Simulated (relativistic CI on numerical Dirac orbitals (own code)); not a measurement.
Crystal-field levels of Tb⁴⁺, 4f7

Calculated by Dirac-Coulomb-Breit CI, separate exchange-only KLI orbitals for each configuration, model QED, valence Slater integrals scaled by 0.85, one configuration in a parametric crystal field (own radial code).

Field parameters in Wybourne normalisation; cubic f-shell fields have B⁴₄ = √(5/14) B⁴₀ and B⁶₄ = −√(7/2) B⁶₀. The field is a parameter set, without covalency.

S and J are read from ⟨S²⟩ = S(S + 1) and ⟨J²⟩ = J(J + 1) of each level; they are not fictitious spins.

D3h, B20 = -80, B40 = -100, B60 = -800, B66 = 1050 cm⁻¹, the lowest 16 levels:

```
E (cm⁻¹)  Degeneracy     S     J
     0.0           2  3.47  3.50
     0.0           2  3.47  3.50
     0.1           2  3.47  3.50
     0.3           2  3.47  3.50
   34684           2  2.44  3.55
   34693           2  2.44  3.55
   34698           2  2.44  3.55
   34730           2  2.44  3.52
   35457           2  2.47  2.66
   35494           2  2.47  2.59
   35502           2  2.47  2.56
   36214           2  2.48  1.71
   36216           2  2.48  1.70
   38074           2  2.42  3.51
   38078           2  2.42  3.50
   38080           2  2.42  3.50
```

Principal g values of the ground doublet: 1.99, 7.97, 7.97.

Oh, B40 = 2160, B60 = 1150 cm⁻¹, the lowest 10 levels:

```csv
E (cm⁻¹),Degeneracy,Irrep,S,J
0.0,2,Γ7,3.47,3.50
0.1,4,Γ8,3.47,3.50
0.1,2,Γ6,3.47,3.50
34575,2,Γ7,2.44,3.63
34585,4,Γ8,2.44,3.64
34615,2,Γ6,2.44,3.66
35313,2,Γ7,2.47,2.84
35354,4,Γ8,2.47,2.83
36051,4,Γ8,2.48,2.12
38079,2,Γ7,2.42,3.69
```

Principal g values of the ground doublet: 5.98, 5.98, 5.98.

The next free-ion level lies 34739 cm⁻¹ above the lowest; the field splits the ground level into components whose J stays near 7/2 as long as their spread is small against that gap.

Levels of this model without a field, named by their leading LS term: ⁸S°7/2 0, ⁶P°7/2 34739, ⁶P°5/2 35533, ⁶P°3/2 36272, ⁶I°7/2 38076, ⁶I°17/2 38534, ⁶I°9/2 38543, ⁶I°11/2 38907 cm⁻¹.
